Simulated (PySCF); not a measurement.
SiCl2, SMILES Cl[Si]Cl (connectivity only; charge and spin as stated), neutral, multiplicity 1.

The structure is a stationary point at PBE-D3(BJ)/def2-TZVP. The isomer is the one that the SMILES or the coordinates give; other isomers of the formula were not compared.

These are TDA-M06-2X/def2-SVPD in PySCF values and carry that method's errors.

Vertical excitations.  State labels are in the subgroup C2v.

```json
[
 {"state": "S1", "symmetry": "B1", "energy (eV)": "3.99", "λ (nm)": "311", "f": "0.045", "main pairs": "HOMO→LUMO 97 %"},
 {"state": "S2", "symmetry": "A2", "energy (eV)": "5.11", "λ (nm)": "243", "f": "0.000", "main pairs": "HOMO−1→LUMO 99 %"},
 {"state": "S3", "symmetry": "B2", "energy (eV)": "5.96", "λ (nm)": "208", "f": "0.015", "main pairs": "HOMO−2→LUMO 85 %"},
 {"state": "S4", "symmetry": "B1", "energy (eV)": "6.46", "λ (nm)": "192", "f": "0.010", "main pairs": "HOMO−4→LUMO 98 %"},
 {"state": "S5", "symmetry": "A1", "energy (eV)": "6.54", "λ (nm)": "190", "f": "0.054", "main pairs": "HOMO→LUMO+2 58 %, HOMO−3→LUMO 37 %"},
 {"state": "S6", "symmetry": "A1", "energy (eV)": "7.02", "λ (nm)": "176", "f": "0.213", "main pairs": "HOMO−3→LUMO 54 %, HOMO→LUMO+2 31 %"},
 {"state": "S7", "symmetry": "B2", "energy (eV)": "7.07", "λ (nm)": "175", "f": "0.347", "main pairs": "HOMO→LUMO+1 77 %"},
 {"state": "S8", "symmetry": "A2", "energy (eV)": "7.34", "λ (nm)": "169", "f": "0.000", "main pairs": "HOMO−5→LUMO 98 %"},
 {"state": "S9", "symmetry": "A1", "energy (eV)": "7.69", "λ (nm)": "161", "f": "0.000", "main pairs": "HOMO→LUMO+3 87 %"},
 {"state": "S10", "symmetry": "A1", "energy (eV)": "8.04", "λ (nm)": "154", "f": "0.057", "main pairs": "HOMO−1→LUMO+1 88 %"},
 {"state": "T1", "symmetry": "B1", "energy (eV)": "2.44", "λ (nm)": "508", "f": "0", "main pairs": "HOMO→LUMO 97 %"},
 {"state": "T2", "symmetry": "A2", "energy (eV)": "5.00", "λ (nm)": "248", "f": "0", "main pairs": "HOMO−1→LUMO 99 %"},
 {"state": "T3", "symmetry": "B2", "energy (eV)": "5.23", "λ (nm)": "237", "f": "0", "main pairs": "HOMO−2→LUMO 98 %"},
 {"state": "T4", "symmetry": "B2", "energy (eV)": "5.44", "λ (nm)": "228", "f": "0", "main pairs": "HOMO→LUMO+1 92 %"}
]
```
Triplets are in the Tamm–Dancoff approximation.
